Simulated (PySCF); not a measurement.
# Radial density of N(3+) (nitrogen, charge +3)

UHF, [He] 2s2, closed-shell 1S. All numbers are calculated (PySCF 2.14, no relativity, point nucleus, in aug-cc-pwCVQZ (9s8p6d4f2g, 109 functions)).

| r (bohr) | 4πr²ρ (e/bohr) |
| --- | --- |
| 0.00356 | 0.03202 |
| 0.00599 | 0.08742 |
| 0.0101 | 0.2338 |
| 0.0169 | 0.6007 |
| 0.0285 | 1.447 |
| 0.0479 | 3.124 |
| 0.0806 | 5.621 |
| 0.136 | 7.457 |
| 0.228 | 5.939 |
| 0.383 | 2.222 |
| 0.645 | 1.554 |
| 1.08 | 1.849 |
| 1.82 | 0.4314 |
| 3.07 | 0.007590 |
| 5.16 | 1.208e-05 |
